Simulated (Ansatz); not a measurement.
```xyz
18

C     0.0000    0.0000    0.0000
C     1.1691    0.6750    0.0000
C     2.4249   -0.0500    0.0000
C     3.5940    0.6250    0.0000
C     4.8497   -0.1000    0.0000
C     5.7266    0.0688    1.0125
C     6.9823   -0.6562    1.0125
C     7.8592   -0.4875    2.0250
H     0.0000   -1.0900    0.0000
H    -0.9440    0.5450    0.0000
H     1.1691    1.7650    0.0000
H     2.4249   -1.1400    0.0000
H     3.5940    1.7150    0.0000
H     5.0857   -0.7812   -0.8175
H     5.4906    0.7500    1.8300
H     7.2183   -1.3375    0.1950
H     7.6232    0.1938    2.8425
H     8.8032   -1.0325    2.0250
```

Basis set: def2-SVP. Charge 0. Computed with Ansatz (development build ahead of 0.2.0); the lowest solution found for each multiplicity.

(1) How do the multiplicities compare at this shape? Give, from the lowest of each method, PBE0 (restricted) for 1, 3; PBE0 (unrestricted) for 1, 3; HF (unrestricted) for 1, 3; HF (restricted) for 1, 3.

Answers

(1)

| method | multiplicity | E (eV) | <S²> |
| --- | --- | --- | --- |
| PBE0, restricted | 1 | 0.000 | 0.00 |
| PBE0, restricted | 3 | 2.910 | 2.00 |
| PBE0, unrestricted | 1 | 0.000 | 0.00 |
| PBE0, unrestricted | 3 | 2.796 | 2.04 |
| HF, unrestricted | 1 | 0.000 | 1.05 |
| HF, unrestricted | 3 | 2.372 | 2.65 |
| HF, restricted | 1 | 0.000 | 0.00 |
| HF, restricted | 3 | 2.765 | 2.00 |

Caution for HF, unrestricted: the unrestricted determinant is a mixture of spin states. Caution for HF, restricted: an unrestricted determinant lies well below.
